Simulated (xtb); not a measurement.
C$_{2}$H$_{6}$AuClS, singlet, geometry from GFN2-xTB (such geometries of metal compounds can be far from the true shape), atoms displaced at random by about 0.05 Å a coordinate. Base run: xtb with GFN1-xTB.

Here is a job for xtb.
```
$ xtb mol.xyz --gfn 1 --opt --json

# file mol.xyz
11

Au     0.32564234    -0.29644718    -0.04007939
Cl     2.41518598    -1.01205628     0.35936609
C     -1.55513312     2.11872077    -1.33585369
S     -1.80994788     0.50953407    -0.37796237
C     -2.22450579     1.31491740     1.27384668
H     -0.80232626     2.71857703    -0.81919515
H     -2.47848819     2.63783507    -1.42597091
H     -1.32064007     1.81837257    -2.24132801
H     -1.52781429     2.04853520     1.63505489
H     -2.35363157     0.52157162     2.03171142
H     -3.35230032     1.89520946     1.14928834
```

The base run was repeated with changes; each row names its change, and settings that it needs were set with it.

```json
[
 {"change": "base", "ΔE vs base (kJ/mol)": "0.00", "optimiser steps": "8"},
 {"change": "alpb = dmf", "ΔE vs base (kJ/mol)": "-48.6", "optimiser steps": "12"},
 {"change": "opt level = tight", "ΔE vs base (kJ/mol)": "-0.02", "optimiser steps": "12"},
 {"change": "opt level = sloppy", "ΔE vs base (kJ/mol)": "0.06", "optimiser steps": "5"},
 {"change": "engine = lbfgs", "ΔE vs base (kJ/mol)": "-0.01", "optimiser steps": "-"},
 {"change": "opt level = lax", "ΔE vs base (kJ/mol)": "0.02", "optimiser steps": "6"},
 {"change": "opt level = vtight", "ΔE vs base (kJ/mol)": "-0.02", "optimiser steps": "15"},
 {"change": "alpb = dmso", "ΔE vs base (kJ/mol)": "-50.0", "optimiser steps": "12"},
 {"change": "opt level = extreme", "ΔE vs base (kJ/mol)": "-0.02", "optimiser steps": "17"},
 {"change": "engine = inertial", "ΔE vs base (kJ/mol)": "0.08", "optimiser steps": "-"}
]
```
